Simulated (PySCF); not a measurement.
Si(H)(F)(Br)(vinyl) (C2H4BrFSi), SMILES C=C[SiH](F)Br. Atoms are numbered in the order given.

```xyz
9

Si    -0.3618     0.2755     0.7441
F      0.8334     1.2179     1.3506
Br     0.5520    -1.3160    -0.5294
C     -1.4603     1.3584    -0.2902
C     -1.2312     2.6821    -0.4088
H     -1.0350    -0.4039     1.8936
H     -2.3130     0.9013    -0.8249
H     -0.3846     3.1669     0.1063
H     -1.8734     3.3338    -1.0259
```

Geometry: PBE-D3(BJ)/def2-SVP. The structure was generated by enumeration, and PubChem lists no compound with its InChIKey, so it may never have been made. Other conformers were not sampled.

Calculation: SMD-M06-2X/def2-SVP in PySCF.

Solvation free energies are E(SMD) − E(gas) at the gas-phase geometry, for 1 M in both phases. Bromine has the revised SMD18 radius of 2.60 Å. In vacuum the dipole moment is 2.29 D.

Question: Rank water, toluene, 2-propanol by solvation free energy, most negative first.

Answer: 2-propanol (-4.1 kcal/mol), toluene (-3.4 kcal/mol), water (-0.2 kcal/mol)
